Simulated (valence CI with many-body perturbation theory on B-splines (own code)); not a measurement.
**Level structure of Hf⁴⁹⁺**

Calculated by configuration interaction combined with many-body perturbation theory (CI+MBPT): five valence electrons over a frozen Dirac-Fock core [Ar], a basis of 7 s, 7 p, 8 d, 6 f, 4 g, 1 h functions for each j, with the one-electron correlation potential Σ1 (screened to all orders), the two-electron term Σ2, the three-electron term Σ3, Breit, model QED; selected single and double excitations, second order for the rest, scaled by the run's own slope (own B-spline code, finite nucleus).

No measured spectrum was set against this ion. As an estimate, large intervals hold to a few tenths of a per cent, small ones and those within an open d or f shell to about a per cent. Among the levels kept, up to 550 cm⁻¹ of a level comes from second order outside the variational space, and about a tenth of that is noise between levels of different J, which matters for small intervals. Only levels of the ground parity were solved; by the run's estimate the other parity begins above the list, which can be wrong where configurations are misplaced.

Levels 1 to 32 of 32, with energies above the lowest level, (3d3/2^4 3d5/2) J=5/2. "Leading %" is the weight of the configuration and term that name the level; weights of strongly mixed levels are sums over their largest components and can fall short, so below about 35 % the name and the second component can differ from the true leading terms, or belong to a minority configuration. In the jj column 3d3/2^4 stands for four electrons in 3d with j = 3/2. Lifetimes count E1, E2, E3, M1 and M2 decay at the calculated energies, and are blank where another channel may lead or the interval is too uncertain; long ones can be off by a factor of two.

```tsv
No.	Configuration	Term	J	E (cm⁻¹)	Leading %	Leading jj	Lifetime
1	3d⁵	⁴P	5/2	0	26	3d3/2^4 3d5/2 (96 %)	
2	3d⁵	⁶S	5/2	404280	36	3d3/2^3 3d5/2^2 (93 %)	447 ns
3	3d⁵	⁴G	7/2	496210	33	3d3/2^3 3d5/2^2 (99 %)	930 ns
4	3d⁵	²H	11/2	506830	44	3d3/2^3 3d5/2^2 (99 %)	
5	3d⁵	⁴D	3/2	510000	38	3d3/2^3 3d5/2^2 (99 %)	390 ns
6	3d⁵	²G	9/2	549050	31	3d3/2^3 3d5/2^2 (97 %)	463 μs
7	3d⁵	²D	5/2	577000	32	3d3/2^3 3d5/2^2 (95 %)	14.0 μs
8	3d⁵	⁴P	1/2	602870	43	3d3/2^3 3d5/2^2 (92 %)	53.9 μs
9	3d⁵	²F	7/2	612980	39	3d3/2^3 3d5/2^2 (98 %)	11.5 μs
10	3d⁵	²D	3/2	740800	61	3d3/2^3 3d5/2^2 (90 %)	3.99 μs
11	3d⁵	⁶S	5/2	893110	34	3d3/2^2 3d5/2^3 (92 %)	205 ns
12	3d⁵	⁴D	7/2	959660	52	3d3/2^2 3d5/2^3 (99 %)	376 ns
13	3d⁵	²I	11/2	963590	50	3d3/2^2 3d5/2^3 (99 %)	556 ns
14	3d⁵	⁴G	9/2	979370	62	3d3/2^2 3d5/2^3 (97 %)	560 ns
15	3d⁵	²I	13/2	1003200	100	3d3/2^2 3d5/2^3 (100 %)	2.87 μs
16	3d⁵	⁴D	1/2	1015300	78	3d3/2^2 3d5/2^3 (98 %)	302 ns
17	3d⁵	⁴P	3/2	1025000	53	3d3/2^2 3d5/2^3 (98 %)	210 ns
18	3d⁵	²F	5/2	1034500	42	3d3/2^2 3d5/2^3 (97 %)	386 ns
19	3d⁵	²H	9/2	1075700	53	3d3/2^2 3d5/2^3 (100 %)	320 ns
20	3d⁵	²G	7/2	1094700	61	3d3/2^2 3d5/2^3 (100 %)	1.07 μs
21	3d⁵	⁴F	5/2	1111100	64	3d3/2^2 3d5/2^3 (98 %)	303 ns
22	3d⁵	²D	3/2	1116700	85	3d3/2^2 3d5/2^3 (90 %)	787 ns
23	3d⁵	²G	7/2	1161900	47	3d3/2^2 3d5/2^3 (96 %)	577 ns
24	3d⁵	⁴P	1/2	1162700	43	3d3/2^2 3d5/2^3 (86 %)	389 ns
25	3d⁵	²G	9/2	1230200	79	3d3/2^2 3d5/2^3 (97 %)	1.01 μs
26	3d⁵	²P	3/2	1351000	74	3d3/2^2 3d5/2^3 (97 %)	971 ns
27	3d⁵	²D	5/2	1375300	76	3d3/2^2 3d5/2^3 (90 %)	501 ns
28	3d⁵	⁴P	5/2	1456000	33	3d3/2 3d5/2^4 (94 %)	135 ns
29	3d⁵	²F	7/2	1524100	28	3d3/2 3d5/2^4 (99 %)	192 ns
30	3d⁵	²H	11/2	1536500	55	3d3/2 3d5/2^4 (99 %)	244 ns
31	3d⁵	⁴D	3/2	1549400	30	3d3/2 3d5/2^4 (98 %)	154 ns
32	3d⁵	²G	9/2	1594400	55	3d3/2 3d5/2^4 (97 %)	274 ns
```

The ionisation energy to 3d⁴ ³P0 of the next ion comes out as 4372.6 eV (NIST: 4372 ± 4 eV (theoretical)). All 32 levels together are meant to be complete up to 1611400 cm⁻¹.
